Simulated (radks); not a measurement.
Results of a calculation; reference values are marked as such.
S, 16 electrons, occupied as [Ne] 3s1.5 3p4.5 (fractional occupations, a model configuration).

Level of theory: non-relativistic Kohn-Sham, SCAN, spin-polarised, spherical densities, point nucleus; open shells are filled with parallel spins first; meta-GGA in the generalised Kohn-Sham scheme (a radial shooting solver on a logarithmic mesh with Libxc functionals).

Energy parts (eV):
total: -10828.749
kinetic: 10815.123
electron-nucleus: -25754.533
Hartree: 4807.387
exchange-correlation: -696.726

Orbitals (lengths in bohr, moments of r in powers of bohr):
orbital,occ.,eigenvalue (eV),<r^4>
1s up,1,-2411.801,0.0004193
1s down,1,-2411.369,0.0004191
2s up,1,-216.0990,0.1354
2s down,1,-215.8335,0.1345
2p up,3,-160.2093,0.1293
2p down,3,-159.7302,0.1279
3s up,1,-19.4073,18.43
3s down,0.5,-16.5766,21.22
3p up,3,-8.5214,42.22
3p down,1.5,-6.1652,60.41

The highest occupied level is 3p down at -6.165 eV. Spin moment in Bohr magnetons: 2. Summed over all electrons, <r^2> = 29.63 bohr^2, which gives a Langevin (diamagnetic) susceptibility term of -23.5 x 10^-6 cm^3/mol. Virial ratio -V/T = 2.00126. The electron density at the nucleus is 2666 e/bohr^3. The spin density at the nucleus is 4.873 e/bohr^3 (1s -0.099, 2s 0.297, 3s 4.675), a Fermi contact field of 256 T.
